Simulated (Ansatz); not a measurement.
Molecule: PbO (charge 0, singlet). 
Structure (B3LYP-D3(BJ)/def2-TZVP (Ansatz, a quantum-chemistry and plane-wave program) minimum search):
```
Pb
O 1 1.9216
```
Charge 0, spin multiplicity 1.

Parts of the frozen-core correlation energy in def2-SVP (Ansatz, hartree). Frozen orbitals: 10; correlated occupied orbitals by spin: 5 and 5; virtual: 25 and 25. Spin-orbit coupling is left out. In def2 rows, elements after Kr have scalar-relativistic effective core potentials. The restricted reference is unstable.

```tsv
term	value
reference (HF)	-266.56678
MP2 opposite-spin	(withheld)
MP2 same-spin	(withheld)
CCSD correlation	(withheld)
(T)	-0.01893
CCSDT minus CCSD(T)	-0.00022
CCSDT(Q) minus CCSD(T)	-0.00404
T1 diagnostic	0.055
largest doubles amplitude	0.095
```

Task: Some entries are withheld; supply them.

Result: 
- MP2 opposite-spin, value: -0.20878
- MP2 same-spin, value: -0.08158
- CCSD correlation, value: -0.27521
